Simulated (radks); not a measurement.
Spherical jellium clusters: N electrons in a uniform positive sphere of charge N and radius rs N^(1/3), rs = 2.16 bohr. Calculated with a radial shooting solver with Libxc functionals: non-relativistic Kohn-Sham, LDA (Slater exchange, Perdew-Wang correlation), spin-polarised, spherical densities. Levels are named by radial order and angular momentum (1s, 1p, 1d, 2s, ...), and open shells are averaged over m.

N = 29, configuration 1s2 1p6 1d10 2s2 1f(up 7, down 2). This is the lowest configuration that the search found. Occupied and some empty levels:

| level | occupation | eigenvalue (eV) | <r> (bohr) |
|---|---|---|---|
| 1s up | 1 | -12.094 | 3.809 |
| 1s down | 1 | -11.820 | 3.692 |
| 1p up | 3 | -9.6720 | 4.717 |
| 1p down | 3 | -9.2485 | 4.653 |
| 1d up | 5 | -6.8764 | 5.387 |
| 1d down | 5 | -6.3792 | 5.371 |
| 2s up | 1 | -6.1462 | 4.739 |
| 2s down | 1 | -5.8348 | 4.807 |
| 1f up | 7 | -3.8048 | 6.032 |
| 1f down | 2 | -3.2943 | 6.073 |
| 2p up | 0 | -2.9741 | 6.065 |
| 2p down | 0 | -2.6955 | 6.168 |
| 1g up | 0 | -0.64507 | 6.949 |
| 2d up | 0 | -0.57059 | 8.854 |
| 2d down | 0 | -0.38740 | 9.387 |
| 1g down | 0 | -0.19657 | 7.190 |

Energy (eV): total -13.3772, kinetic 156.01, external -4005.4, Hartree 1943.9, exchange-correlation -176.95, background 2069.1.

Electron density:

| r (bohr) | n(r) (e/bohr^3) |
|---|---|
| 0.500 | 0.02873 |
| 1.06 | 0.02626 |
| 1.61 | 0.02328 |
| 2.17 | 0.02116 |
| 2.73 | 0.02079 |
| 3.29 | 0.02208 |
| 3.84 | 0.02398 |
| 4.40 | 0.02492 |
| 4.96 | 0.02360 |
| 5.51 | 0.01972 |
| 6.07 | 0.01428 |
| 6.63 | 0.008952 |
| 7.18 | 0.005019 |
| 7.74 | 0.002630 |
| 8.30 | 0.001325 |
| 8.86 | 0.0006510 |
| 9.41 | 0.0003149 |
| 9.97 | 0.0001512 |
| 10.5 | 0.00007212 |
| 11.1 | 0.00003483 |
